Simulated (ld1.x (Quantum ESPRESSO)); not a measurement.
## Reading a pseudo-wave (Pd)

Columns: radius, all-electron u(r) and pseudo u(r) of the 4p shell (level -49.31 eV) of palladium in the configuration [Ar] 3d10 4s2 4p6 4d10 5s0 5p0; PW91, non-relativistic, TM scheme, ld1.x (Quantum ESPRESSO) 7.5.

```tsv
r (bohr)	all-electron	pseudo
0.156	-0.0750	0.0708
0.312	-0.5746	0.2655
0.468	0.0193	0.5352
0.624	0.6736	0.8080
0.780	1.0271	1.0070
0.936	1.1097	1.0791
1.092	1.0331	1.0234
1.248	0.8889	0.8880
1.404	0.7303	0.7303
1.560	0.5830	0.5830
1.716	0.4570	0.4570
1.872	0.3537	0.3537
2.028	0.2713	0.2713
2.184	0.2069	0.2069
2.340	0.1570	0.1570
2.496	0.1188	0.1188
2.652	0.0896	0.0896
2.808	0.0674	0.0674
2.964	0.0506	0.0506
3.120	0.0380	0.0380
3.276	0.0285	0.0285
3.432	0.0213	0.0213
3.588	0.0159	0.0159
3.744	0.0119	0.0119
3.900	0.0089	0.0089
4.056	0.0066	0.0066
```

Question: How many radial nodes do the two functions have?

Answer: The all-electron 4p function has n − l − 1 = 2 (the table is too coarse to show those close to the nucleus); the pseudo-wave has 0, since the states of the same l below it are removed with the core.

Question: At about which radius was the pseudo-wave matched?

Answer: 1.46 bohr, where the columns begin to agree (steps of 0.16 bohr).

Question: Is the pseudo-wave norm-conserving?

Answer: Yes: the TM scheme keeps the norm inside the radius equal to the all-electron one, which fixes the energy derivative of the logarithmic derivative at the level.
